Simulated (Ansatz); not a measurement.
AlGe19PH32⁺, a doped nanocrystal cut from the lattice of germanium (Al and P 4.0 A apart). Total charge 1; doublet. Geometry PBE-D4/def2-SVP, that of the neutral singlet; atoms count from 1.

Cartesian coordinates in Å:
```
P -0.804 2.707 -3.401
Ge 0.751 -0.915 -3.748
Ge 3.874 -0.027 -1.721
Ge -3.311 -0.073 -2.117
Al 0.164 0.887 -0.049
Ge -3.715 1.545 1.328
Ge -2.457 -2.108 1.097
Ge 1.630 -2.954 -0.544
Ge 4.698 -2.078 1.716
Ge 0.999 -1.278 3.146
Ge -2.675 -0.553 4.677
Ge -3.073 2.039 -3.337
Ge 0.506 1.296 -4.776
Ge 0.147 3.097 -1.234
Ge 1.523 -0.671 -1.436
Ge 5.078 -0.041 0.410
Ge -2.194 0.099 0.057
Ge 1.108 1.002 2.245
Ge -3.098 1.650 3.694
Ge -1.328 -2.046 3.270
Ge 2.356 -2.808 1.792
H -0.842 3.939 -4.132
H 1.762 -1.629 -4.697
H -0.631 -1.607 -3.929
H 3.967 1.396 -2.356
H 4.575 -1.009 -2.709
H -2.758 -1.165 -3.077
H -4.858 -0.255 -2.038
H -3.709 2.988 0.729
H -5.176 1.013 1.206
H -1.880 -3.225 0.180
H -3.969 -2.420 1.323
H 2.672 -3.797 -1.344
H 0.253 -3.666 -0.674
H 5.542 -3.217 1.067
H 5.250 -1.859 3.156
H 1.566 -1.363 4.602
H -4.057 -1.232 4.923
H -2.003 -0.358 6.069
H -3.474 2.065 -4.842
H -3.729 3.260 -2.632
H -0.226 1.389 -6.147
H 1.830 2.106 -4.868
H 1.460 3.796 -1.719
H -0.803 4.265 -0.810
H 6.607 0.096 0.133
H 4.643 1.200 1.237
H 0.334 1.906 3.253
H 2.603 1.438 2.344
H -1.834 2.541 3.840
H -4.248 2.339 4.491
H -1.373 -3.468 3.918
H 2.329 -4.234 2.432
```

Single mean-field runs in def2-TZVP are fitted with def2-universal-jkfit.

(1) Estimate the Mulliken populations of the heavy atoms from the PBE0/def2-TZVP orbitals of Ansatz.

(2) Where does the spin sit?

(3) And the Mayer bond orders between bonded heavy atoms (over 0.3)?

Answers

(1) 
| atom | charge (e) | spin (α − β) |
| --- | --- | --- |
| P1 | -0.27 | 0.00 |
| Ge2 | 0.00 | 0.00 |
| Ge3 | 0.03 | 0.05 |
| Ge4 | 0.00 | 0.01 |
| Al5 | 0.61 | 0.14 |
| Ge6 | 0.03 | 0.07 |
| Ge7 | 0.03 | 0.01 |
| Ge8 | 0.03 | -0.01 |
| Ge9 | 0.00 | 0.00 |
| Ge10 | -0.10 | 0.03 |
| Ge11 | 0.00 | 0.00 |
| Ge12 | 0.05 | 0.01 |
| Ge13 | 0.05 | 0.00 |
| Ge14 | -0.08 | 0.01 |
| Ge15 | -0.47 | 0.26 |
| Ge16 | -0.08 | 0.00 |
| Ge17 | -0.50 | 0.16 |
| Ge18 | -0.16 | 0.09 |
| Ge19 | -0.08 | 0.01 |
| Ge20 | -0.10 | 0.01 |
| Ge21 | -0.10 | 0.00 |
Mulliken values and Mayer orders depend strongly on the basis.

(2) Summed by element: P 0.00, Ge 0.70, Al 0.14, H 0.15, of 1 unpaired in all. Largest on single atoms: Ge15 0.26, Ge17 0.16, Al5 0.14.

(3) P1–Ge12 0.82 (2.37 Å); P1–Ge13 0.82 (2.37 Å); P1–Ge14 0.79 (2.40 Å); Ge2–Ge13 0.86 (2.45 Å); Ge2–Ge15 0.88 (2.45 Å); Ge3–Ge15 0.80 (2.45 Å); Ge3–Ge16 0.86 (2.45 Å); Ge4–Ge12 0.85 (2.45 Å); Ge4–Ge17 0.88 (2.45 Å); Al5–Ge14 0.72 (2.51 Å); Al5–Ge15 0.62 (2.49 Å); Al5–Ge17 0.70 (2.49 Å); Al5–Ge18 0.75 (2.48 Å); Ge6–Ge17 0.80 (2.45 Å); Ge6–Ge19 0.85 (2.45 Å); Ge7–Ge17 0.84 (2.45 Å); Ge7–Ge20 0.85 (2.45 Å); Ge8–Ge15 0.86 (2.45 Å); Ge8–Ge21 0.85 (2.45 Å); Ge9–Ge16 0.85 (2.45 Å); Ge9–Ge21 0.85 (2.45 Å); Ge10–Ge18 0.85 (2.45 Å); Ge10–Ge20 0.85 (2.45 Å); Ge10–Ge21 0.86 (2.45 Å); Ge11–Ge19 0.86 (2.45 Å); Ge11–Ge20 0.84 (2.45 Å).
